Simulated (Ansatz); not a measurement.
One change: `N=[C]([SiH3])[GeH3]` becomes `N=C([SiH3])CI`.

Ansatz, PBE0-D4/def2-TZVP geometries, multiplicity 1. Each molecule was computed in one conformer, which needn't be the lowest.

Elements past krypton have def2 core potentials. Scalar relativity is left out up to krypton.

```tsv
property	`N=[C]([SiH3])[GeH3]`
HOMO–LUMO gap (B3LYP/def2-TZVPP) / eV	5.24
HOMO energy (ωB97M-V/def2-TZVPP) / eV	-9.09
HOMO energy (PBE0/def2-TZVPP) / eV	-6.90
HOMO–LUMO gap (PBE/def2-TZVPP) / eV	3.31
LUMO energy (PBE/def2-TZVPP) / eV	-2.32
HOMO–LUMO gap (ωB97M-V/def2-TZVPP) / eV	10.08
```

**Question.** Give the same properties after the change, and the shifts. (Estimate.)

**Answer.** Ansatz gave: 
| property | `N=C([SiH3])CI` | shift |
| --- | --- | --- |
| HOMO–LUMO gap (B3LYP/def2-TZVPP) / eV | 5.29 | 0.05 |
| HOMO energy (ωB97M-V/def2-TZVPP) / eV | -9.68 | -0.59 |
| HOMO energy (PBE0/def2-TZVPP) / eV | -7.46 | -0.56 |
| HOMO–LUMO gap (PBE/def2-TZVPP) / eV | 3.47 | 0.16 |
| LUMO energy (PBE/def2-TZVPP) / eV | -2.67 | -0.35 |
| HOMO–LUMO gap (ωB97M-V/def2-TZVPP) / eV | 10.00 | -0.08 |

With PBE0 the HOMO falls by 0.56 eV and the LUMO falls by 0.48 eV, so the gap widens by about 0.08 eV. PBE moves the HOMO by -0.51 eV and ωB97M-V by -0.59 eV.

B3LYP here is the variant with VWN-RPA as its local correlation; programs differ in this.

Spin–orbit coupling is left out; it splits and shifts lone-pair levels of the heavy atoms by tenths of an eV.
